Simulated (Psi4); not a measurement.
Method: SAPT0/jun-cc-pVDZ, frozen core run with Psi4 1.11.

Psi4 input:

```
molecule {
0 1
Cl 0.64100294 -0.00000000 0.00000000
H -0.64100294 0.00000000 -0.00000000
--
0 1
C -2.83898553 -0.46253702 -0.64832117
C -2.86562526 0.44949312 0.54656630
C -4.15403277 -0.01073620 -0.07665165
H -2.54494091 -1.49213806 -0.49576415
H -2.52783008 -0.04806592 -1.59764000
H -2.58964689 0.03690078 1.50751542
H -2.57249539 1.48101818 0.40570222
H -4.74974689 -0.73469676 0.46262785
H -4.73259791 0.70937697 -0.63924620
units angstrom
symmetry c1
no_reorient
no_com
}
set basis jun-cc-pvdz
set scf_type df
set freeze_core true
energy('sapt0')
```

Part of the output:

```
    SAPT Results
  --------------------------------------------------------------------------------------------------------
    Electrostatics                 -6.35535688 [mEh]      -3.98804665 [kcal/mol]     -16.68598719 [kJ/mol]
      Elst10,r                     -6.35535688 [mEh]      -3.98804665 [kcal/mol]     -16.68598719 [kJ/mol]

    Exchange                       10.03625780 [mEh]       6.29784685 [kcal/mol]      26.35019122 [kJ/mol]
      Exch10                       10.03625780 [mEh]       6.29784685 [kcal/mol]      26.35019122 [kJ/mol]
      Exch10(S^2)                   9.95814129 [mEh]       6.24882800 [kcal/mol]      26.14509635 [kJ/mol]

    Induction                      -3.30067218 [mEh]      -2.07120306 [kcal/mol]      -8.66591360 [kJ/mol]
      Ind20,r                      -4.24878305 [mEh]      -2.66615162 [kcal/mol]     -11.15517837 [kJ/mol]
      Exch-Ind20,r                  2.66771585 [mEh]       1.67401697 [kcal/mol]       7.00408700 [kJ/mol]
      delta HF,r (2)               -1.71960497 [mEh]      -1.07906841 [kcal/mol]      -4.51482223 [kJ/mol]

    Dispersion                     -4.01866732 [mEh]      -2.52175182 [kcal/mol]     -10.55100961 [kJ/mol]
      Disp20                       -4.64921688 [mEh]      -2.91742764 [kcal/mol]     -12.20651725 [kJ/mol]
      Exch-Disp20                   0.63054956 [mEh]       0.39567582 [kcal/mol]       1.65550764 [kJ/mol]
      Disp20 (SS)                  -2.32460844 [mEh]      -1.45871382 [kcal/mol]      -6.10325862 [kJ/mol]
      Disp20 (OS)                  -2.32460844 [mEh]      -1.45871382 [kcal/mol]      -6.10325862 [kJ/mol]
      Exch-Disp20 (SS)              0.35600535 [mEh]       0.22339673 [kcal/mol]       0.93469192 [kJ/mol]
      Exch-Disp20 (OS)              0.27454421 [mEh]       0.17227909 [kcal/mol]       0.72081572 [kJ/mol]

  Total HF                          0.38022874 [mEh]       0.23859714 [kcal/mol]       0.99829042 [kJ/mol]
  Total SAPT0                      -3.63843858 [mEh]      -2.28315468 [kcal/mol]      -9.55271918 [kJ/mol]
```
